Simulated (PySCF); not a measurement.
Work out the structure from these simulated measurements.

Elements present: C, H, O and Si. Monoisotopic mass: 144.0607 u.

- Dipole: 1.83 D [PBE0/pcSseg-1]
- 1H NMR: chemical shifts (computed TMS as zero) by class: 4.87 (1 H), 4.27 (1 H), 4.23 (1 H), 2.59 (1 H), 2.07 (3 H), 1.30 (1 H), 1.12 (1 H), 1.10 (1 H), 1.02 (1 H), 0.84 (1 H) ppm [GIAO PBE0/pcSseg-1]
- 13C NMR: chemical shifts (computed TMS as zero) by class: 176.1 (1 C), 79.5 (1 C), 34.9 (1 C), 23.9 (1 C), 15.5 (1 C), 6.0 (1 C) ppm [GIAO PBE0/pcSseg-1]
- Rotational structure: rotational constants A, B, C: 3.560, 0.702, 0.639 GHz [GFN2-xTB]
- NMR, other nuclei: isotropic shieldings of nuclei other than C and H, by class: -112 (1 O), 96 (1 O), 386 (1 Si) ppm [GIAO PBE0/pcSseg-1]

Gas-phase values; electronic properties from PySCF, density fitting. Levels stand in brackets. Isolated species at its GFN2-xTB geometry (one conformer only). GFN2-xTB frequencies show an imaginary mode (32i cm⁻¹), so this geometry is no minimum at that level. NMR values are class means; diastereotopic atoms form classes of their own.

Question: Which formula fits the mass and the elements?

Answer: C6H12O2Si (calculated 144.0607). No other formula that holds each of these elements comes within 0.0003 u with a fitting electron parity and a possible valence count.

Question: What is the compound? Reason from the data.

Answer: Numbering: `[CH3:1][C:2](=[O:3])[O:4][C@H:5]1[CH2:6][CH2:7][SiH2:8][CH2:9]1`. Its formula, C6H12O2Si, gives 2 degrees of unsaturation: 1 ring and 1 π bond in the structure found. 6 carbons fall into 6 classes; from least to most shielded: ester carbonyl carbon [C2] (176.1 ppm), ring sp3 carbon bound to oxygen [C5] (79.5 ppm), ring CH2 carbon [C6] (34.9 ppm), methyl carbon next to a carbonyl [C1] (23.9 ppm), ring sp3 carbon bound to silicon [C9] (15.5 ppm), ring sp3 carbon bound to silicon [C7] (6.0 ppm). Hydrogen classes from least to most shielded: 1 H on an sp3 carbon bound to oxygen, C5 (4.87 ppm), 1 H on an SiH2 silicon, Si8 (4.27 ppm), 1 H on an SiH2 silicon, Si8 (4.23 ppm), 1 H on a ring CH2 carbon, C6 (2.59 ppm), 3 H on a methyl carbon next to a carbonyl, C1 (2.07 ppm), 1 H on an sp3 carbon bound to silicon, C9 (1.30 ppm), 1 H on an sp3 carbon bound to silicon, C9 (1.12 ppm), 1 H on a ring CH2 carbon, C6 (1.10 ppm), 1 H on an sp3 carbon bound to silicon, C7 (1.02 ppm), 1 H on an sp3 carbon bound to silicon, C7 (0.84 ppm). The other shieldings belong to: -112 ppm, ester carbonyl oxygen [O3]; 96 ppm, ester single-bonded oxygen [O4]; 386 ppm, SiH2 silicon [Si8]. The optimised geometry has point group C1 and is an asymmetric top. Structure: `CC(=O)O[C@H]1CC[SiH2]C1`. Computed isomers that give other values at the same levels: `CC[C@@H]1C[C@@]1([SiH3])OC=O` (13C chemical shifts (computed TMS as zero) by class: 169.9 (1 C), 54.7 (1 C), 30.8 (1 C), 27.0 (1 C), 19.8 (1 C), 17.1 (1 C) ppm); `CC[C@H](OC)[SiH2]C=C=O` (13C chemical shifts (computed TMS as zero) by class: 183.5 (1 C), 76.6 (1 C), 58.8 (1 C), 24.6 (1 C), 11.8 (1 C), -7.3 (1 C) ppm); `C=C1CO[C@@H](CO)C[SiH2]1` (13C chemical shifts (computed TMS as zero) by class: 149.8 (1 C), 133.9 (1 C), 82.8 (1 C), 81.6 (1 C), 74.4 (1 C), 13.6 (1 C) ppm). The assignments are read from this structure; whether some other isomer fits the data as well wasn't checked. The mirror image fits equally.
